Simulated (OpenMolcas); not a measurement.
**Ionisation energies of lutetium**

```json
{
 "Program": "OpenMolcas 26.06",
 "Basis": "ANO-R3 [10s8p7d5f4g2h]",
 "Scalar Hamiltonian": "X2C, finite nucleus",
 "Spin-orbit coupling": "RASSI with atomic mean-field integrals over the reference wave functions, term energies averaged over their components"
}
```

Active shells in each charge state: the valence d, s shells, with orbitals averaged over the low states. Where CASPT2's correlated closed shells are named, they are those of the first ion.

A. CASSCF
B. SS-CASPT2, IPEA 0.25 Eh, imaginary shift 0.1 Eh (closed shells correlated: 5s 5p)
C. SS-CASPT2, IPEA 0 Eh, imaginary shift 0.1 Eh (closed shells correlated: 5s 5p)
D. SS-CASPT2, IPEA 0.25 Eh, imaginary shift 0.1 Eh (closed shells correlated: 4f 5s 5p)

Energies in eV between the lowest computed levels, named as in B; reference values from the NIST Atomic Spectra Database with their kind.

| From | To | A | B | C | D | Spin-orbit share in B | Reference |
| --- | --- | --- | --- | --- | --- | --- | --- |
| Lu 5d 6s2 2D 3/2 | Lu+ 6s2 1S0 | 4.499 | 5.233 | 5.320 | 5.468 | +0.154 | 5.426 (measured) |
| Lu+ 6s2 1S0 | Lu2+ 6s 2S 1/2 | 12.964 | 13.666 | 13.676 | 13.941 | +0.000 | 14.130 (semi-empirical) |

Error against the reference values, in %:

```
From       Reference      A     B     C     D
  Lu        measured  -17.1  -3.6  -2.0  +0.8
 Lu+  semi-empirical   -8.3  -3.3  -3.2  -1.3
```

Absolute error against the one measured value: A 0.93 eV, B 0.19 eV, C 0.11 eV, D 0.04 eV. D lies closest.

The lowest level within the active space need not be the ion's true ground level.
